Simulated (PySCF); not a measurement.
Diatomic cations of Si with group 14

PBE0 with double-zeta basis sets in PySCF, for the lowest determinant that a PBE0 search found; no spin–orbit coupling. De refers to high-spin ground-configuration atoms (the charge goes to the atom of lower measured ionisation energy or higher electron affinity, which is not always the lowest computed limit). A positive dipole points towards Si; it is taken about the centre of mass and depends on that origin.

| M | basis | charged atom | state (unpaired electrons) | Re (Å) | ωe (cm⁻¹) | De (eV) | μ (D) |
| --- | --- | --- | --- | --- | --- | --- | --- |
| C | def2-SVP | Si+ | quartet (σ ↑, π ↑↑) | 1.824 | 847 | 3.74 | 1.15 |
| Si | cc-pV(D+d)Z | Si+ | quartet (σ ↑, π ↑↑) | 2.275 | 474 | 3.61 | n/a |
| Ge | def2-SVP | Ge+ | quartet (σ ↑, π ↑↑) | 2.347 | 371 | 3.28 | 2.13 |
| Sn | x2c-SVPall | Sn+ | quartet (σ ↑, π ↑↑) | 2.541 | 319 | 2.73 | 1.89 |
| Pb | def2-SVP | Pb+ | quartet (σ ↑, π ↑↑) | 2.624 | 286 | n/a | 2.08 |

The shortest bond is that of SiC⁺ (1.824 Å), the longest that of SiPb⁺ (2.624 Å).

The rows differ in basis set, which adds steps of its own.

Down a group the atoms grow and get heavier, so bonds lengthen and wavenumbers fall; this series shows no clear exception.

Spin–orbit coupling is left out, which matters for elements this heavy, above all for dissociation energies. For an ion De counts to the pair picked by the measured ionisation energies or electron affinities, which need not be the lowest pair at this level. States were picked by a PBE0 search and need not be the measured ground states.
